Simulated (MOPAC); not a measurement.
MOPAC input (PM6):

```
PM6 1SCF CHARGE=-1 GEO-OK AUX(PRECISION=9) THREADS=1
H7N2Si2

N    -2.18613200 1    1.00830500 1   -0.18368700 1
Si   -1.17016100 1   -0.28430800 1   -0.27200400 1
N     0.33691700 1    0.10221700 1    0.60266400 1
Si    1.93087200 1   -0.16389700 1    0.09072700 1
H    -3.17908500 1    0.80065100 1   -0.18421200 1
H    -0.54513600 1   -0.72950300 1   -1.59490800 1
H    -1.64644800 1   -1.62570300 1    0.26956300 1
H     0.17716900 1    0.83755700 1    1.27855400 1
H     2.22900000 1   -1.60515100 1   -0.15032500 1
H     2.88903300 1    0.29272700 1    1.14688900 1
H     2.37001800 1    0.53063900 1   -1.16052600 1
```

From the output:

```
                                                       MOPAC v23.2.5 Linux

          FINAL HEAT OF FORMATION =        -45.32276 KCAL/MOL =    -189.63044 KJ/MOL

          COSMO AREA              =        137.94 SQUARE ANGSTROMS
          COSMO VOLUME            =        132.13 CUBIC ANGSTROMS

          IONIZATION POTENTIAL    =          4.304839 EV
          HOMO LUMO ENERGIES (EV) =         -4.305  3.684
          NO. OF FILLED LEVELS    =         13
          MOLECULAR WEIGHT        =         91.2397         POINT GROUP:  C1

          MOLECULAR DIMENSIONS (Angstroms)

            Atom       Atom       Distance
            H    10    H     5     6.23313
            H    11    H     7     3.32697
            H     6    H     8     3.08087

          SCF CALCULATIONS        =          1

   ATOM   CHEMICAL          X               Y               Z
  NUMBER   SYMBOL      (ANGSTROMS)     (ANGSTROMS)     (ANGSTROMS)

     1       N         -2.18613200  *   1.00830500  *  -0.18368700  *
     2      Si         -1.17016100  *  -0.28430800  *  -0.27200400  *
     3       N          0.33691700  *   0.10221700  *   0.60266400  *
     4      Si          1.93087200  *  -0.16389700  *   0.09072700  *
     5       H         -3.17908500  *   0.80065100  *  -0.18421200  *
     6       H         -0.54513600  *  -0.72950300  *  -1.59490800  *
     7       H         -1.64644800  *  -1.62570300  *   0.26956300  *
     8       H          0.17716900  *   0.83755700  *   1.27855400  *
     9       H          2.22900000  *  -1.60515100  *  -0.15032500  *
    10       H          2.88903300  *   0.29272700  *   1.14688900  *
    11       H          2.37001800  *   0.53063900  *  -1.16052600  *

                             CARTESIAN COORDINATES

   1    N       -2.186132000     1.008305000    -0.183687000
   2   Si       -1.170161000    -0.284308000    -0.272004000
   3    N        0.336917000     0.102217000     0.602664000
   4   Si        1.930872000    -0.163897000     0.090727000
   5    H       -3.179085000     0.800651000    -0.184212000
   6    H       -0.545136000    -0.729503000    -1.594908000
   7    H       -1.646448000    -1.625703000     0.269563000
   8    H        0.177169000     0.837557000     1.278554000
   9    H        2.229000000    -1.605151000    -0.150325000
  10    H        2.889033000     0.292727000     1.146889000
  11    H        2.370018000     0.530639000    -1.160526000

           Empirical Formula: H7 N2 Si2  =    11 atoms

      MOLECULAR POINT GROUP   :   C1

                  EIGENVALUES
 -25.78336 -22.43726 -14.63616 -12.89100 -10.56729  -8.65724  -8.12779  -7.88270
  -7.49825  -6.56312  -5.53729  -4.42276  -4.30484   3.68368   4.48522   4.58028
   4.99233   5.21143   5.40431   5.68630   6.24656   6.76770   7.24122   7.77148
   7.82628   8.11617   8.32053   8.77769   9.42453   9.62180   9.97698  10.82092
  12.26505

              NET ATOMIC CHARGES AND DIPOLE CONTRIBUTIONS

  ATOM NO.   TYPE          CHARGE      No. of ELECS.   s-Pop       p-Pop       d-Pop
    1          N          -0.733320        5.7333     1.66914     4.06418
    2         Si          -0.167492        4.1675     1.09952     1.68153     1.38644
    3          N          -0.570308        5.5703     1.51235     4.05795
    4         Si           0.071311        3.9287     1.16001     1.81572     0.95296
    5          H           0.228623        0.7714     0.77138
    6          H          -0.014228        1.0142     1.01423
    7          H          -0.015961        1.0160     1.01596
    8          H           0.261462        0.7385     0.73854
    9          H          -0.017348        1.0173     1.01735
   10          H          -0.025229        1.0252     1.02523
   11          H          -0.017511        1.0175     1.01751
 DIPOLE           X         Y         Z       TOTAL
 POINT-CHG.     4.423    -1.423     0.729     4.703
 HYBRID        -0.778     0.361     0.773     1.155
 SUM            3.645    -1.062     1.502     4.083

          ATOMIC ORBITAL ELECTRON POPULATIONS

     Atom    s        px        py        pz      x^2-y^2     xz        z^2       yz        xy
    1  N   1.66914   1.15024   1.41563   1.49832
    2 Si   1.09952   0.47683   0.53513   0.66956   0.29159   0.30421   0.21062   0.28270   0.29734
    3  N   1.51235   1.29150   1.38423   1.38223
    4 Si   1.16001   0.43092   0.69950   0.68530   0.20327   0.28764   0.14648   0.12246   0.19311
    5  H   0.77138
    6  H   1.01423
    7  H   1.01596
    8  H   0.73854
    9  H   1.01735
   10  H   1.02523
   11  H   1.01751

 **********************
 *                    *
 * JOB ENDED NORMALLY *
 *                    *
 **********************

 == MOPAC DONE ==
```

The dipole moment of an ion depends on the origin.

The geometry given is a B3LYP-D3(BJ)/def2-TZVP minimum.
